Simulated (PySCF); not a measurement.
H3O2, charge +1, singlet, at a GFN2-xTB geometry; PBE0/6-31G** in PySCF.

The PySCF input:
```python
from pyscf import gto, scf, dft

mol = gto.M(
    atom='''
O     0.13464923    0.56165021   -0.32045018
O    -0.15653641   -0.64820873    0.35880197
H     1.08363793    0.77080803   -0.07973702
H    -0.42483443   -1.31694617   -0.30866757
H    -0.48370607    1.23860633    0.08159027
''',
    basis='6-31g**',
    charge=1,
    verbose=4,
)

mf = dft.RKS(mol)
mf.xc = 'pbe0'
mf.kernel()
```

The log (banner, timings and long lists left out):

```
PySCF version 2.14.0

[INPUT] verbose = 4
[INPUT] num. atoms = 5
[INPUT] num. electrons = 18
[INPUT] charge = 1
[INPUT] spin (= nelec alpha-beta = 2S) = 0
[INPUT] symmetry False subgroup None
[INPUT] Mole.unit = angstrom
[INPUT] Symbol           X                Y                Z      unit          X                Y                Z       unit  Magmom
[INPUT]  1 O      0.134649230000   0.561650210000  -0.320450180000 AA    0.254450167584   1.061365074704  -0.605563076768 Bohr   0.0
[INPUT]  2 O     -0.156536410000  -0.648208730000   0.358801970000 AA   -0.295810943423  -1.224936971252   0.678037456254 Bohr   0.0
[INPUT]  3 H      1.083637930000   0.770808030000  -0.079737020000 AA    2.047778905891   1.456616071316  -0.150681129789 Bohr   0.0
[INPUT]  4 H     -0.424834430000  -1.316946170000  -0.308667570000 AA   -0.802820720986  -2.488667582095  -0.583297170835 Bohr   0.0
[INPUT]  5 H     -0.483706070000   1.238606330000   0.081590270000 AA   -0.914071997090   2.340626739853   0.154183264729 Bohr   0.0

nuclear repulsion = 43.9227344203202
number of shells = 21
number of NR pGTOs = 75
number of NR cGTOs = 43
basis = 6-31g**
ecp = {}

******** <class 'pyscf.dft.rks.RKS'> ********
method = RKS
initial guess = minao
damping factor = 0
level_shift factor = 0
DIIS = <class 'pyscf.scf.diis.CDIIS'>
diis_start_cycle = 1
diis_space = 8
diis_damp = 0
SCF conv_tol = 1e-09
SCF conv_tol_grad = None
SCF max_cycles = 50
direct_scf = True
direct_scf_tol = 1e-13
XC library pyscf.dft.libxc version 7.1.2
    S. Lehtola, C. Steigemann, M. J. T. Oliveira, and M. A. L. Marques,  SoftwareX 7, 1–5 (2018)
XC functionals = pbe0
    C. Adamo and V. Barone,  J. Chem. Phys. 110, 6158 (1999)
    M. Ernzerhof and G. E. Scuseria,  J. Chem. Phys. 110, 5029 (1999)
radial grids:
    Treutler-Ahlrichs [JCP 102, 346 (1995); DOI:10.1063/1.469408] (M4) radial grids

becke partition: Becke, JCP 88, 2547 (1988); DOI:10.1063/1.454033
pruning grids: <function nwchem_prune>
grids dens level: 3
symmetrized grids: False
atomic radii adjust function: <function treutler_atomic_radii_adjust>
small_rho_cutoff = 0
Set gradient conv threshold to 3.16228e-05
Initial guess from minao.
tot grids = 57592
init E= -152.13896093406
  HOMO = -0.388105397835689  LUMO = -0.0942057025552727  gap/eV = 7.99742
cycle= 1 E= -151.616617308418  delta_E= 0.522  |g|= 0.406  |ddm|= 1.87
  HOMO = -0.561820648302466  LUMO = -0.281341379924782  gap/eV = 7.63223
cycle= 2 E= -151.605167762525  delta_E= 0.0114  |g|= 0.506  |ddm|= 0.617
  HOMO = -0.63720738872434  LUMO = -0.294994290355967  gap/eV = 9.31209
cycle= 3 E= -151.651311355659  delta_E= -0.0461  |g|= 0.108  |ddm|= 0.355
  HOMO = -0.633125984329521  LUMO = -0.295425067238619  gap/eV = 9.18931
cycle= 4 E= -151.653257069951  delta_E= -0.00195  |g|= 0.0221  |ddm|= 0.0609
  HOMO = -0.628773565606546  LUMO = -0.289734129025966  gap/eV = 9.22573
cycle= 5 E= -151.653338208286  delta_E= -8.11e-05  |g|= 0.00568  |ddm|= 0.015
  HOMO = -0.629887854189215  LUMO = -0.290733954763632  gap/eV = 9.22885
cycle= 6 E= -151.653344244704  delta_E= -6.04e-06  |g|= 0.000607  |ddm|= 0.00366
  HOMO = -0.62985422246203  LUMO = -0.290662109088299  gap/eV = 9.22989
cycle= 7 E= -151.653344321095  delta_E= -7.64e-08  |g|= 5.9e-05  |ddm|= 0.000393
  HOMO = -0.629858344479554  LUMO = -0.290665495862123  gap/eV = 9.22991
cycle= 8 E= -151.653344322092  delta_E= -9.97e-10  |g|= 1.26e-05  |ddm|= 6.58e-05
  HOMO = -0.62986262174811  LUMO = -0.290666642900153  gap/eV = 9.22999
Extra cycle  E= -151.653344322076  delta_E= 1.6e-11  |g|= 1.75e-05  |ddm|= 1.71e-05
converged SCF energy = -151.653344322076
```
